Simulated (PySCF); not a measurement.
## Nuclear quadrupole coupling in `CP(C)(=S)c1ccsc1`

Species: C6H9PS2.
Z-matrix (Å and degrees, GFN2-xTB geometry), rows numbered from 1:
```
C 
P   1  1.8352
C   2  1.8392  1  103.97
S   2  1.9395  1  114.53  3   125.55
C   2  1.8127  1  105.49  3  -108.39
C   5  1.4210  2  120.38  1   179.86
C   6  1.3530  5  112.44  2   177.27
S   7  1.7207  6  112.12  5    -0.52
C   5  1.3621  2  127.20  1    -4.31
H   1  1.0903  2  107.17  3   -67.57
H   1  1.0876  2  111.96  3    53.11
H   1  1.0894  2  108.66  3   175.37
H   3  1.0881  2  111.25  1   -56.55
H   3  1.0895  2  108.27  1  -177.45
H   3  1.0897  2  108.32  1    64.85
H   6  1.0762  5  123.05  2    -1.81
H   7  1.0717  6  128.56  5   179.66
H   9  1.0718  5  128.80  2     3.55
```

Field gradients from the PBE0/pcSseg-1 density (PySCF, non-relativistic), principal values in atomic units, ordered |Vxx| ≤ |Vyy| ≤ |Vzz|:

| atom | Vxx | Vyy | Vzz |
| --- | --- | --- | --- |
| S4 | -1.1029 | -1.1938 | 2.2967 |
| S8 | -0.4422 | -1.3732 | 1.8154 |

**Question.** Find the asymmetry η = (Vxx − Vyy)/Vzz and the couplings χ = eQV/h (234.96 MHz × Q in barn × V in au), with Q(33S) = −0.0678 b.

**Answer.** 
```
atom            environment  nucleus     η  χzz (MHz)  χxx (MHz)  χyy (MHz)
  S4     sulfur bonded to P      33S  0.04     -36.59      17.57      19.02
  S8  thiophene-type sulfur      33S  0.51     -28.92       7.04      21.88
```

The gradient is axial or nearly so (η below 0.05) at S4. The tensor is traceless: Vxx + Vyy + Vzz = 0.

**Question.** What is Vzz at S4 in SI units (1 au = 9.71736 × 10²¹ V/m²)?

**Answer.** 2.2967 au = 22.318 × 10²¹ V/m².

**Question.** And the gradient at the other heavy atoms, for which no coupling is worked out here?

**Answer.** 
```csv
atom,environment,Vzz (au),η
C1,sp3 carbon bound to phosphorus,0.092,0.15
P2,phosphorus bonded to 3 C and S,-0.270,0.52
C3,sp3 carbon bound to phosphorus,0.095,0.04
C5,substituted aromatic carbon,0.177,0.43
C6,aromatic CH carbon,0.241,0.27
C7,aromatic CH next to a ring sulfur,-0.266,0.22
C9,aromatic CH next to a ring sulfur,-0.249,0.15
```

**Question.** What couplings would deuterons (Q(2H) = 0.00286 b) have in place of the hydrogens, at this geometry?

**Answer.** 
```tsv
atom	bonded to	bond length (Å)	Vzz (au)	η	χzz (kHz)
H10	C1	1.090	0.3094	0.02	208
H11	C1	1.088	0.3160	0.00	212
H12	C1	1.089	0.3106	0.01	209
H13	C3	1.088	0.3147	0.01	211
H14	C3	1.089	0.3115	0.02	209
H15	C3	1.090	0.3111	0.02	209
H16	C6	1.076	0.3333	0.07	224
H17	C7	1.072	0.3461	0.09	233
H18	C9	1.072	0.3455	0.09	232
```

One conformer (not necessarily the lowest) at the GFN2-xTB geometry, without solvent, vibrations or thermal averaging. GFN2-xTB bond lengths can be off by several hundredths of an ångström, more for odd bonds, and the gradients follow them. These gradients aren't converged with respect to the basis.
